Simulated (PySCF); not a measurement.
Telling isomers of C$_{6}$H$_{10}$BN apart by NMR

Level of theory: PBE0-D3(BJ)/def2-SVP structure, J couplings at B3LYP/pcJ-1 (spin–dipole term left out of most H,H and C,H couplings), PBE0/pcSseg-1 with gauge-including orbitals, in PySCF 2.14.0 with density-fitted response routines (averaged over atoms made equivalent by symmetry, fast rotation or ring inversion, non-relativistic Hamiltonian, one conformer, no solvent).

References, each an isolated molecule treated in the same way: TMS for 1H (31.27 ppm) and 13C (184.41 ppm). Multiplet labels drop J under 1 Hz and among equivalent protons, and merge close values. Unscaled 3J(H,H) run several per cent high. Couplings to H on boron are left out. Carbons bonded to boron are broad in practice. Shifts are as computed. Against solution values, carbons near 30 ppm lie about +2 ppm off and those near 130 ppm about +5 ppm. Of 1313 compounds with measured shifts, 239 miss one by over three times the rms of a fit or turn the order of signals round; such compounds aren't used in these exercises. OH and NH positions are gas-phase values without hydrogen bonding to other molecules.

(1) Tabulate the signals of `CCN1BC=CC=C1`, `[BH3-][NH2+]c1ccccc1` and their relative energies.

(2) What is the quickest way to tell CCN1BC=CC=C1 from [BH3-][NH2+]c1ccccc1?

Answers

(1) 
```json
{"SMILES": "CCN1BC=CC=C1", "carbon types": "4×CH 1×CH2 1×CH3", "δC": "149.2, 143.2, 138.5, 117.3, 55.9, 21.9", "δH": "7.71 (ddd, 1H), 7.23 (dd, 1H), 7.20 (dd, 1H), 6.52 (td, 1H), 5.44 (br, 1H), 3.71 (q, 2H), 1.32 (t, 3H)", "E rel. (kcal/mol)": "0.0"}
{"SMILES": "[BH3-][NH2+]c1ccccc1", "carbon types": "1×C 5×CH", "δC": "146.7, 135.1, 132.3, 125.9", "δH": "7.51 (m, 2H), 7.42 (m, 1H), 7.18 (m, 2H), 4.33 (br s, 2H), 2.36 (br, 3H)", "E rel. (kcal/mol)": "28.0"}
```

Energies are electronic energies at PBE0/pcSseg-1 on these geometries, without zero-point or thermal terms, each for the one conformer computed, which needn't be the lowest.

(2) Count the carbon signals: 6 against 4. The first has an sp3 CH2 bonded to N at 55.9 ppm, the second an aromatic carbon bearing nitrogen (C) at 146.7 ppm. Their most deshielded carbons lie at 149.2 and 146.7 ppm.
